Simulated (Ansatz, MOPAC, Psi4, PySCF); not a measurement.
Pair of molecules: C2H2 (SMILES C#C) (first 4 atoms) with CH3F (SMILES CF); geometry from B3LYP-D3(BJ)/def2-TZVP.
(charge 0, multiplicity 1):
```xyz
9

C     -0.1330    -0.1057     0.1122
C      0.3573     0.3816    -0.8658
H     -0.5598    -0.5337     0.9899
H      0.7874     0.8110    -1.7375
C      0.6280    -0.0630     3.6387
F     -0.4786    -0.7875     3.1906
H      1.1110     0.3995     2.7779
H      0.2813     0.6996     4.3358
H      1.3122    -0.7509     4.1350
```

Interaction energies are E(AB) − E(A) − E(B) at the monomers' geometry in the complex; basis-set methods are counterpoise corrected. Rows marked so take none.

Frozen-core correlation. Rows in 6-31G* carry no dispersion term and start afresh at each structure (6-31G* with six Cartesian d functions). The state reached by AM1, PM7 isn't checked; PM7 holds dispersion and hydrogen-bond terms.

Codes used: Ansatz (Gaussian basis) for Hartree–Fock, density functionals and correlated methods; MOPAC for AM1, PM7 (differences of heats of formation); Psi4 for SAPT; PySCF for 6-31G* rows, the dispersion terms. Each number belongs to the level named beside it.

```json
[
 {"level": "AM1", "interaction energy (meV)": "-30.3"},
 {"level": "PM7", "interaction energy (meV)": "43.9"},
 {"level": "PBE-D4/def2-TZVPPD", "interaction energy (meV)": "-103.8"},
 {"level": "BLYP-D4/def2-TZVPPD", "interaction energy (meV)": "-88.4"},
 {"level": "r2SCAN-D3(BJ)/def2-TZVPPD", "interaction energy (meV)": "-101.1"},
 {"level": "B3LYP/6-31G* (no counterpoise)", "interaction energy (meV)": "-171.0"},
 {"level": "B3LYP-D3(BJ)/def2-TZVPPD", "interaction energy (meV)": "-103.1"},
 {"level": "CAM-B3LYP-D3(BJ)/def2-TZVPPD", "interaction energy (meV)": "___"},
 {"level": "SAPT0/jun-cc-pV(D+d)Z", "interaction energy (meV)": "-100.8"}
]
```

Task: Complete the blanks.

Result: 
- CAM-B3LYP-D3(BJ)/def2-TZVPPD, interaction energy (meV): -112.0

Ansatz is an electronic-structure program.
